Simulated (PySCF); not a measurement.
Species: CH7FO2Si2.
SMILES with atom numbers: `[CH3:1][Si@@H:2]([OH:3])[O:4][SiH2:5][F:6]` (hydrogens: H7, H8, H9 on C1; H10 on Si2; H11 on O3; H12, H13 on Si5)

Computed by this run: PySCF, PBE0-D3(BJ)/def2-SVP geometry optimisation, gas phase; density fitting, grid level 1; the optimiser is geomeTRIC in internal coordinates, started from a GFN2-xTB structure with every atom displaced at random (about 0.01 Å).

The end geometry, which sets the zero of energy:
```
atom  x, y, z in Å
C1     -2.0186   -0.3995    0.1515
Si2    -0.6238    0.8235    0.0447
O3      0.1343    1.0907    1.4977
O4      0.5079    0.1978   -1.0288
Si5     2.0192   -0.3894   -0.7832
F6      2.0163   -1.1036    0.6889
H7     -2.8172   -0.0341    0.8152
H8     -2.4513   -0.5766   -0.8455
H9     -1.6602   -1.3654    0.5411
H10    -1.0565    2.1551   -0.4438
H11     0.5899    0.3329    1.8822
H12     2.3251   -1.4297   -1.7936
H13     3.0402    0.6865   -0.7359
```

**Question.** These geometries come from the run, each turned onto the end geometry. Order them by energy, lowest first.
A.
```
atom  x, y, z in Å
C1     -2.0755   -0.3960    0.0534
Si2    -0.6496    0.7905    0.1517
O3      0.0014    0.9249    1.6687
O4      0.5471    0.2141   -0.8742
Si5     2.0651   -0.3708   -0.7894
F6      2.3643   -0.6711    0.7906
H7     -2.8911   -0.0693    0.7177
H8     -2.4670   -0.4397   -0.9756
H9     -1.7713   -1.4093    0.3460
H10    -1.0246    2.1666   -0.2594
H11     0.6837    0.2868    1.9100
H12     2.1594   -1.6663   -1.5051
H13     3.0635    0.6279   -1.2440
```
B.
```
atom  x, y, z in Å
C1     -2.0437   -0.3973    0.1129
Si2    -0.6328    0.8116    0.0861
O3      0.0750    1.0312    1.5710
O4      0.5268    0.2089   -0.9705
Si5     2.0442   -0.3796   -0.7879
F6      2.1614   -0.9378    0.7460
H7     -2.8453   -0.0395    0.7776
H8     -2.4654   -0.5307   -0.8953
H9     -1.7100   -1.3819    0.4765
H10    -1.0459    2.1586   -0.3783
H11     0.6106    0.2968    1.8938
H12     2.2562   -1.5290   -1.7004
H13     3.0743    0.6771   -0.9410
```
C.
```
atom  x, y, z in Å
C1     -2.0627   -0.3976    0.0793
Si2    -0.6454    0.8024    0.1296
O3      0.0280    0.9649    1.6354
O4      0.5363    0.2306   -0.9204
Si5     2.0498   -0.3767   -0.7817
F6      2.2437   -0.8044    0.7875
H7     -2.8757   -0.0743    0.7475
H8     -2.4660   -0.4719   -0.9427
H9     -1.7394   -1.4026    0.3946
H10    -1.0534    2.1580   -0.3189
H11     0.7098    0.3232    1.8671
H12     2.1971   -1.6060   -1.5976
H13     3.0831    0.6426   -1.0892
```
D.
```
atom  x, y, z in Å
C1     -2.0828   -0.3831    0.0542
Si2    -0.6534    0.7983    0.1795
O3     -0.1059    0.9771    1.7385
O4      0.6011    0.2133   -0.7491
Si5     2.1156   -0.3971   -0.8134
F6      2.5376   -0.7819    0.7115
H7     -2.9255   -0.0321    0.6700
H8     -2.4307   -0.4739   -0.9863
H9     -1.8010   -1.3881    0.4113
H10    -1.0228    2.1474   -0.3212
H11     0.5549    0.3356    2.0226
H12     2.1369   -1.6426   -1.6196
H13     3.0813    0.6153   -1.3073
```
E.
```
atom  x, y, z in Å
C1     -2.0411   -0.4398    0.0464
Si2    -0.6312    0.8084    0.1872
O3     -0.1662    1.0232    1.7161
O4      0.6457    0.2176   -0.7122
Si5     2.0762   -0.4137   -0.8541
F6      2.5268   -0.8761    0.6305
H7     -2.8948   -0.0900    0.6444
H8     -2.3897   -0.4991   -0.9873
H9     -1.7805   -1.4030    0.4020
H10    -0.8770    2.1426   -0.3275
H11     0.5482    0.4939    2.1052
H12     1.9937   -1.6131   -1.6340
H13     2.9950    0.6374   -1.2264
```

**Answer.** B (0.002 eV), C (0.007 eV), A (0.015 eV), D (0.039 eV), E (0.338 eV).

In the order of the answer:

| step | E above end (eV) | largest force (eV/Å) | rms force component (eV/Å) | rms distance from end (Å) | rms bond change (Å) | bond most changed (Å) |
| --- | --- | --- | --- | --- | --- | --- |
| 12 | 0.002 | 0.03 | 0.009 | 0.111 | 0.001 | O4–Si5 -0.002 |
| 8 | 0.007 | 0.04 | 0.013 | 0.202 | 0.002 | O4–Si5 -0.003 |
| 5 | 0.015 | 0.24 | 0.064 | 0.281 | 0.004 | O4–Si5 -0.011 |
| 2 | 0.039 | 0.24 | 0.057 | 0.306 | 0.005 | Si2–O4 -0.014 |
| 0 | 0.338 | 2.59 | 0.812 | 0.311 | 0.036 | O4–Si5 -0.070 |

Hardware: one thread, Arm Neoverse V1 (aarch64), shared host with 32 logical CPUs at a one-minute load of 28.
